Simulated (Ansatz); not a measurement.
Reaction (cleavage of the Si–Sn bond): `[SiH3][SiH2][SnH3]` + `[CH3][AlH][OH]` → `[CH3][AlH][O][SiH2][SiH3]` + `[SnH4]`

Calculated with Ansatz (gas phase, PBE0-D4/def2-TZVP geometries, no zero-point term in ΔE). CCSD(T)/CBS adds triple-zeta CCSD(T) − MP2 to the extrapolated MP2 energy (def2 sets, frozen cores). Functionals use def2-TZVPP. B3LYP here is the variant with VWN-RPA as its local correlation; programs differ in this. Elements past krypton have def2 core potentials. For Sn outer-core shells are correlated without core-valence functions, which leaves a few kJ/mol of doubt a bond. Each species was taken in one conformer, which may not be the lowest.

```tsv
species	B3LYP-D4 energy (Eh)
`[SiH3][SiH2][SnH3]`	-798.22785
`[CH3][AlH][OH]`	-358.92101
`[CH3][AlH][O][SiH2][SiH3]`	-940.42437
`[SnH4]`	-216.75114
```

(1) Work out ΔE.

Largest T1 diagnostic among the species: 0.014.

## Answers

(1) ΔE = (-940.42437) + (-216.75114) − (-798.22785) − (-358.92101) = -0.02665 Eh = -70.0 kJ/mol. CCSD(T)/CBS gives -60.9 kJ/mol.

The D4 term adds −3.1 kJ/mol with B3LYP and −2.1 kJ/mol with PBE0; it sums over pairs of atoms, weighted by their polarisabilities, and B3LYP, whose exchange is more repulsive, gets the larger term. In def2-TZVPP, CCSD(T) changes the Hartree–Fock value by +24.5 kJ/mol (the triples alone add +3.2 kJ/mol) and MP2 by +26.4 kJ/mol. From PBE to PBE0 (25 % exact exchange), in def2-TZVPP and without D4, ΔE moves by −6.7 kJ/mol.
